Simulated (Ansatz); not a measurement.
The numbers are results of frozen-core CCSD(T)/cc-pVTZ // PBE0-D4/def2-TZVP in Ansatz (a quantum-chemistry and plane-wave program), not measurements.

Ansatz 0.2 input:
```yaml
crystal:
  periodic: [false, false, false]
  atoms:
    - { symbol: C, position_ang: [-0.632908, -0.0327, -0.051867] }
    - { symbol: Al, position_ang: [1.228317, -0.61159, -0.304128] }
    - { symbol: H, position_ang: [-0.76061, 0.970927, -0.474187] }
    - { symbol: H, position_ang: [-1.374961, -0.693257, -0.502405] }
    - { symbol: H, position_ang: [-0.845006, 0.042989, 1.021153] }
    - { symbol: H, position_ang: [2.385166, 0.323632, 0.311435] }
basis:
  gaussian: { orbitals: cc-pVTZ }
correlation:
  method: ccsd_t
magnetization:
  spin_polarized: true
  initial_magnetization: 1
```

Output:

```
Functional definition: HF
683 factors; integrals over basis functions are off by at most 1.3e-3 eV
mean field evaluation 1: about -7673.7790 eV, gradient 1.9e1 eV
mean field evaluation 2: about -7673.7815 eV, gradient 1.9e1 eV
mean field evaluation 4: about -7676.1852 eV, gradient 2.1e0 eV
mean field evaluation 8: about -7676.2750 eV, gradient 3.4e-3 eV
mean field evaluation 16: about -7676.2711 eV, gradient 2.4e-1 eV
mean field evaluation 32: about -7674.1337 eV, gradient 2.5e-3 eV
mean field evaluation 64: about -7671.1350 eV, gradient 9.1e-1 eV
mean field -7676.27503313 eV, -282.0979043013 hartree, gradient 9.0e-6 eV, S^2 0.754316; 1 other end points of the search recorded, 0 dependent functions left out
determinant -7676.27503313 eV, -282.0979043013 hartree, with singles and doubles -7683.83467770 eV, -282.3757161152 hartree
determinant -7674.13372546 eV, -282.0192126960 hartree, with singles and doubles -7681.90495693 eV, -282.3048001851 hartree
6 core orbitals not correlated
reference -7676.27503313 eV, -282.0979043013 hartree; 6, 5 occupied and 108, 109 virtual orbitals, 683 factors
second order -6.66451302 eV of doubles, -0.00000000 eV of singles
cycle   1  -7.40657001 eV  change   -5.4e-1 eV  update   2.1e-2
cycle   2  -7.42118383 eV  change   -1.5e-2 eV  update   5.6e-3
cycle   3  -7.42255936 eV  change   -1.4e-3 eV  update   2.3e-3
cycle   4  -7.42363906 eV  change   -1.1e-3 eV  update   8.5e-4
cycle   5  -7.42397607 eV  change   -3.4e-4 eV  update   3.6e-4
cycle   6  -7.42403673 eV  change   -6.1e-5 eV  update   1.3e-4
cycle   7  -7.42408303 eV  change   -4.6e-5 eV  update   4.7e-5
cycle   8  -7.42408131 eV  change    1.7e-6 eV  update   1.7e-5
cycle   9  -7.42407504 eV  change    6.3e-6 eV  update   7.1e-6
perturbative correction -0.25525387 eV, -0.0093804068 hartree
Total energy: -7683.95436204 eV, -282.3801144335 hartree
```

Cost: around 20 core-seconds (rough).
